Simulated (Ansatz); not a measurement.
Mo₂ (`[Mo][Mo]`). Total charge 0; spin multiplicity 1. Mo takes the def2 core potential.

```
atom    x (Å)    y (Å)    z (Å)
 Mo1  -0.0534   0.7188  -0.6090
 Mo2   0.0534  -0.7188   0.6090
```

Q: What are the harmonic wavenumbers in cm⁻¹ at PBE0-D4/def2-TZVP (Ansatz, finite differences of forces, unscaled)? (Best estimate.)

A: Ansatz gave: 605.

Q: Is this a minimum?

A: Yes, all 1 modes are real.

Q: Give the ideal-gas thermochemistry at 298.15 K and 1 bar (rigid rotor, harmonic oscillator; point group D∞h, symmetry number 2).

A: Zero-point energy 3.6 kJ/mol; H(298) − E = 12.7 kJ/mol; entropy 242.4 J/(mol·K), of which translation 174.4, rotation 66.2, vibration 1.8; G(298) − E = -59.6 kJ/mol.

Q: And at 400, 500, 600, 800 and 1000 K?

A: 
```
T (K)  H − E (kJ/mol)  S (J/mol/K)  G − E (kJ/mol)
  400            16.2        252.4           -84.8
  500            19.7        260.3          -110.4
  600            23.3        266.8          -136.8
  800            30.6        277.3          -191.3
 1000            37.9        285.5          -247.6
```

Q: Rotational constants (cm⁻¹)?

A: 0.09867.
